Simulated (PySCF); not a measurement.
**Frontier orbitals and the lowest excitations**

C6H6P2.
Structure used (PBE0-D3(BJ)/def2-SVP), in Å, numbered top down from 1:
```
atom  x, y, z in Å
C1    -2.7765   -0.1498   -0.1453
C2    -1.7460    0.4554    0.4586
C3    -0.3103    0.2471    0.1938
C4     0.1178   -0.5046   -0.9034
P5     1.7122   -0.9339   -1.4281
C6     2.7286   -0.1725   -0.2372
C7     2.3410    0.5963    0.8480
P8     0.7405    1.0251    1.3715
H9    -3.8041    0.0824    0.1426
H10   -2.6446   -0.8976   -0.9322
H11   -1.9672    1.1759    1.2557
H12   -0.6673   -0.8970   -1.5626
H13    3.8052   -0.3230   -0.3875
H14    3.1390    1.0043    1.4823
```

Method used: TDDFT CAM-B3LYP/def2-SVPD, vertical, gas phase, core orbitals frozen in the response (PySCF).

Frontier orbitals with the atoms that hold most of them (Löwdin shares over 4%, at most four atoms; ? is withheld):

| orbital | ε (eV) | atoms |
| --- | --- | --- |
| HOMO-3 | -9.45 | P5 38%, P8 33%, C4 6%, C6 6% |
| HOMO-2 | -9.23 | P8 32%, P5 27%, C3 10%, C4 9% |
| HOMO-1 | -8.69 | ? |
| HOMO | ? | ? |
| LUMO | -1.35 | P8 29%, P5 24%, C3 12%, C6 11% |
| LUMO+1 | -0.87 | C4 19%, C7 14%, C3 12%, C6 12% |
| LUMO+2 | 1.42 | C1 14%, C7 11%, C4 10%, P5 9% |

(1) Give the leading atoms of the HOMO-1.

(2) Which atoms hold the HOMO, and with what shares?

(3) What is the HOMO energy, and the HOMO–LUMO gap?

Results:

(1) C4 (bonded to C, P and H) 26%; C1 (bonded to C and 2 H) 13%; C7 (bonded to C, P and H) 13%; P5 (bonded to 2 C) 12%. By element: carbon 51% or more, phosphorus 12% or more.

(2) P8 (bonded to 2 C) 23%; P5 (bonded to 2 C) 16%; C3 (bonded to 2 C and P) 13%; C6 (bonded to C, P and H) 12%. By element: phosphorus 39%, carbon 26% or more.

(3) ε(HOMO) = -7.85 eV; the gap is 6.49 eV (0.2385 hartree).

Question: The HOMO–LUMO gap is 6.49 eV. Where does the response calculation put the lowest singlet, and from which orbitals?

Answer: S1 is at 3.95 eV (f = 0.023), 2.54 eV below the gap, made of HOMO→LUMO+1 (62%), HOMO-1→LUMO (29%). Its leading pair isn't HOMO and LUMO; the energies of that pair differ by 6.98 eV. 

Question: Give energy, strength and leading configuration of S2, S3, S6 and S7, and follow the Löwdin shares of the leading atoms from the occupied to the empty orbital.

Answer: 
- S2 (4.20 eV, f 0.190), HOMO→LUMO (88%): P8 23% → 29%, P5 16% → 24%
- S3 (4.59 eV, f 0.025), HOMO-2→LUMO (92%): P8 32% → 29%, P5 27% → 24%
- S6 (4.99 eV, f 0.0035), HOMO-2→LUMO+1 (89%): P8 32% → at most 12%, P5 27% → at most 12%, C4 9% → 19%, C7 at most 9% → 14%
- S7 (5.24 eV, f 0.072), HOMO-1→LUMO+1 (87%): C4 26% → 19%, C1 13% → at most 12%, C7 13% → 14%

Löwdin shares depend on the basis, the more so with diffuse functions.

One conformer stands for the species.
